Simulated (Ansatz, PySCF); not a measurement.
Si(Cl)2(Me)(NH2) (CH5Cl2NSi), SMILES C[Si](N)(Cl)Cl.

The structure is a stationary point at TPSSh-D3(BJ)/def2-SVP. The structure was generated by enumeration, and PubChem lists no compound with its InChIKey, so it may never have been made. The values are those of a single conformer.

Vertical ionisation energy (IE) and electron affinity (EA) in eV. Rows of orbital energies are one-electron estimates. Where ΔSCF, EOM or ADC give a negative EA the extra electron is unbound and the value depends on the basis.

```tsv
level	IE	EA
−ε(HOMO), −ε(LUMO), HF/def2-TZVP (PySCF)	11.60	-3.21
−ε(HOMO), −ε(LUMO), PBE/def2-TZVP (PySCF)	6.57	0.33
ΔSCF, CAM-B3LYP/def2-SVPD (Ansatz), final states of multiplicity 2 and 2	[?]	[?]
ΔSCF, PBE/def2-SVPD (Ansatz), final states of multiplicity 2 and 2	9.80	-0.92
```

**Question.** Some entries are withheld; supply them. (An estimate is asked for; the answer gives what the named calculation found.)

**Answer.** 
- ΔSCF, CAM-B3LYP/def2-SVPD (Ansatz, an electronic-structure program), final states of multiplicity 2 and 2, IE: 10.48
- ΔSCF, CAM-B3LYP/def2-SVPD (Ansatz), final states of multiplicity 2 and 2, EA: -1.23

**Question.** What vertical singlet–triplet gap does ΔSCF give with CAM-B3LYP/def2-SVPD (Ansatz) and with PBE/def2-SVPD (Ansatz)? (The exact figures need the calculation; the answer reports its results.)

**Answer.** 6.75 and 6.17 eV (triplet above singlet where positive).
